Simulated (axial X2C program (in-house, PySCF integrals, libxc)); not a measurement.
# ScB⁺: from the spin-free to the two-component result

Computed with an in-house relativistic program for diatomic molecules. Spin-free means the one-electron spin-free X2C Hamiltonian; two-component (2c) means X2C with spin–orbit coupling and atomic mean-field two-electron Coulomb and Gaunt terms, so the difference of the two also holds small scalar two-electron terms. Basis: Sc dyall-cv3z [10s11p7d5f2g], B dyall-v3z [7s6p2d1f] (cores contracted in-house); Gaussian nuclei, density fitting, unrestricted open shells. Masses: Sc 44.956 u, B 11.009 u.

Spin-free state: M_S = 3/2, Λ = 0 (beyond evenly filled blocks: σα, π+α, π-α); fragments Sc+ + B.

```tsv
level	Re (Å)	ωe (cm⁻¹)	De (eV)	μ (D)
PBE0	2.108	536.9	2.457	-4.41
HF	2.233	437.3	0.196	-4.74
MP2	2.056	585.3	1.670	n/a
CCSD	2.131	553.5	1.532	n/a
CCSD(T)	2.123	553.0	1.785	n/a
BHandHLYP	2.148	508.3	1.511	-4.53
```

Correlated methods: 13 electrons correlated (number of frozen shells: Sc 2 s, 1 p; B 1 s), 281 virtual spin orbitals or spinors in MP2, 90 natural virtuals in coupled cluster.

Dipoles are positive if B is the positive end and refer to the centre of mass.

Two-component determinant lowest at the distance of the search:

Ω = 3/2 (⟨Sz⟩ = 1.50, ⟨Lz⟩ = 0.00 at HF); fragments Sc+ + B.

| level | Re (Å) | ωe (cm⁻¹) | μ (D) |
| --- | --- | --- | --- |
| PBE0 | 2.108 | 536.5 | -4.41 |
| HF | 2.234 | 436.1 | -4.73 |
| MP2 | 2.056 | 584.3 | n/a |
| CCSD | 2.131 | 553.2 | n/a |
| CCSD(T) | 2.123 | 552.7 | n/a |
| BHandHLYP | 2.149 | 507.7 | -4.52 |

**Question.** From the two tables, how do the constants change at the CCSD(T) level (2c against spin-free)?

**Answer.** At the CCSD(T) level Re is unchanged within 0.001 Å and ωe falls by 0.3 cm⁻¹.

Occupations by symmetry block were frozen at the best pattern of an incomplete PBE0 search. De is counted from the lowest determinant-based energies of the atoms at the same level, without counterpoise correction. De is not given where an atomic determinant may have missed its ground term or J level, or where the truncated virtual space spoils (T). Density functionals use the spin component along the axis (collinear). Coupled cluster ran in a truncated set of natural virtual spinors; the MP2 energy of the rest was added. (T) has no such correction and the atoms are truncated less, which lowers De at CCSD(T) by a hundredth of an eV or more. PBE0 can misorder states that lie within some tenths of an eV, so this need not be the ground state of the molecule. The nearest other spin-free determinant of the search, M_S = 1/2, Λ = 0, lies 0.36 eV up at the distance of the search. The functionals have no current-density term, which raises determinants with orbital currents, atoms included. With several unpaired electrons one determinant need not be a pure state. Some points did not converge and are left out. This is the top spin component of a Σ state; components of lower Ω are not single determinants and can lie lower.
